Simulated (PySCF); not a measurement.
# Reading the logs of faulty runs: BGeH6N

Calculated results; nothing here was measured. The program is PySCF 2.14.0, an open-source quantum chemistry code, run on an isolated molecule that a program drew, which may never have been made. The molecule is BGeH6N (charge 0, singlet), drawn as the SMILES string `N[BH][GeH3]`.

Each row is a Hartree-Fock (HF) and frozen-core CCSD(T) single point in the cc-pVDZ basis, meant for a local HF minimum. Run 1 is clean. Each other run has one planted mistake out of seven kinds, and not every kind appears here: one electron removed, one electron added, multiplicity raised by two, geometry at a saddle point, minimal basis STO-3G, one bond length entered in bohr, all coordinates scaled. The reference is restricted for singlets and unrestricted otherwise, and also for a bond in bohr. Adding or removing an electron swaps singlet and doublet. Electrons count all cores. HOMO and LUMO are orbital energies over both spins, the gradient is its largest component, and the lowest frequency (negative if imaginary) is given only where the gradient is small. Bond lengths are over the 8 bonds as drawn. T1 is the CCSD diagnostic: over 0.02 (restricted) or 0.045 (unrestricted) a single reference is doubtful. Germanium has the cc-pVDZ-PP basis, with a core potential (ECP10MDF) in place of its 10 inner electrons, and its 3s, 3p and 3d shells are frozen in CCSD(T).

Geometry of the clean run:
```xyz
9
BGeH6N, angstrom
N    -0.8896    0.8586   -0.1569
B     0.4447    0.4877   -0.0960
Ge    1.7309    1.3158    1.3282
H    -1.5269    0.4786   -0.8272
H    -1.3094    1.5258    0.4570
H     0.8451   -0.3256   -0.8856
H     2.3248    0.2389    2.2517
H     2.9156    2.0430    0.6702
H     1.0140    2.3410    2.2301
```

| run | electrons | basis functions | <S^2> | HOMO (eV) | LUMO (eV) | gradient (hartree/bohr) | lowest frequency (cm^-1) | mean bond (Å) | longest bond (Å) | T1 | HF (hartree) | CCSD(T) (hartree) | mistake |
|---|---|---|---|---|---|---|---|---|---|---|---|---|---|
| 1 | 50 | 81 | 0.000 | -10.49 | 3.29 | 7.5e-06 | 97 | 1.4120 | 2.090 | 0.0143 | -376.03468 | -376.45287 | no fault |
| 2 | 50 | 81 | 0.621 | -8.73 | 2.91 | 1.8e-02 | - | 1.5457 | 2.272 | 0.0638 | -375.91606 | -376.33596 | one bond length entered in bohr |
| 3 | 50 | 81 | 0.000 | -10.43 | 3.08 | 1.9e-02 | - | 1.4543 | 2.153 | 0.0153 | -376.02807 | -376.45026 | all coordinates scaled |
| 4 | 50 | 81 | 2.023 | -5.51 | -0.66 | 1.7e-01 | - | 1.4120 | 2.090 | 0.0136 | -375.84043 | -376.22596 | ? |
| 5 | 49 | 81 | 0.757 | -16.44 | -7.85 | 1.2e-01 | - | 1.4120 | 2.090 | 0.0387 | -375.67951 | -376.05001 | ? |

**Which mistake was planted in run 4, and what did it cost?**

Electrons, basis and geometry are unchanged, and <S^2> is 2.023, beside S(S+1) = 2.00 for a multiplicity of 3. So the mistake is: multiplicity raised by two. Subtracting run 1 and multiplying by 627.51 kcal/mol a hartree, the energy moved by 121.9 kcal/mol in HF and 142.4 kcal/mol in CCSD(T).

**Which mistake was planted in run 5, and what did it cost?**

It counts 49 electrons, one fewer than the clean run, at the same geometry and basis. So the mistake is: one electron removed. Subtracting run 1 and multiplying by 627.51 kcal/mol a hartree, the energy moved by 222.9 kcal/mol in HF and 252.8 kcal/mol in CCSD(T).

Cautions from the logs. Run 2: T1 is over the limit, so its CCSD(T) energy is less reliable.
